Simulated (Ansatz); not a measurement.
## Worked example: C2H5F2In → C2H3F2In + H2

Species: C2H5F2In `C[CH2][In]([F])[F]`, singlet; C2H3F2In `C=[CH][In]([F])[F]`, singlet; H2 (hydrogen), singlet. 

Shapes, held fixed at every level: PBE0-D4/def2-TZVP. Programs: Ansatz 0.2.0. The zero-point and thermal change to 298 K, harmonic and unscaled (PBE0-D4/def2-TZVP), is -27.2 kJ/mol.

At CCSD(T)/def2-TZVPP; 1 Eh = 2625.50 kJ/mol:

```
 species  energy (Eh)
C2H5F2In  -468.105636
C2H3F2In  -466.872946
      H2    -1.172332
```

Question: Work out ΔH(298 K) of the reaction at this level.

Answer: 
1. Products less reactants: (-466.872946) + (-1.172332) − [(-468.105636)] = 0.060358 Eh = +158.5 kJ/mol.
2. With the thermal change: +158.5 + (-27.2) = +131.3 kJ/mol.

Other levels give +138.0 (HF/def2-SVP) to +173.2 kJ/mol (SPW92/def2-TZVPP). No measured value is set beside it here. For atoms past krypton def2 sets carry core potentials with scalar relativity. Correlated rows may include outer-core shells of In, which these sets cover unevenly.
